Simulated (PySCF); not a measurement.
# Polarisability and C₆ of Re (rhenium, neutral)

[Xe] 4f14 5d5 6s2, high-spin 6S determinant. Computed with PySCF 2.14 in aug-cc-pVTZ-PP with one added diffuse shell each of s, p, d, f, g type with ECP60MDF (7s7p6d4f3g, 113 functions), with scalar relativity through the core potential. Coupled (time-dependent) response in atomic units; α is the mean over directions.

```
method  mean α (bohr³)  C₆ (like pair)  S(−4)
   UHF           95.81            1121   8113
   PBE           65.94           771.1   1889
```

S(−4) is the Cauchy moment in α(ω) = α(0) + S(−4) ω² + …

Reference α: 62 ± 3 bohr³ (recommended; Schwerdtfeger and Nagle, table of static dipole polarizabilities (2023 update)). Published C₆: 663.0 (Gould and Bucko (2016)).

Hartree-Fock lies above the reference because it lacks correlation, which contracts the outer shell.

α(iu) at UHF:

```json
{"u (hartree)": "0", "α(iu) (bohr³)": "95.81"}
{"u (hartree)": "0.0500", "α(iu) (bohr³)": "81.58"}
{"u (hartree)": "0.100", "α(iu) (bohr³)": "62.94"}
{"u (hartree)": "0.200", "α(iu) (bohr³)": "38.94"}
{"u (hartree)": "0.300", "α(iu) (bohr³)": "26.19"}
{"u (hartree)": "0.500", "α(iu) (bohr³)": "14.76"}
{"u (hartree)": "0.750", "α(iu) (bohr³)": "9.105"}
{"u (hartree)": "1.00", "α(iu) (bohr³)": "6.376"}
{"u (hartree)": "1.50", "α(iu) (bohr³)": "3.745"}
{"u (hartree)": "2.00", "α(iu) (bohr³)": "2.491"}
{"u (hartree)": "3.00", "α(iu) (bohr³)": "1.331"}
{"u (hartree)": "5.00", "α(iu) (bohr³)": "0.5547"}
```

Energies and moments cover only the electrons outside the core potential. Spin-orbit coupling, which splits the p, d and f shells strongly at this Z, is absent.
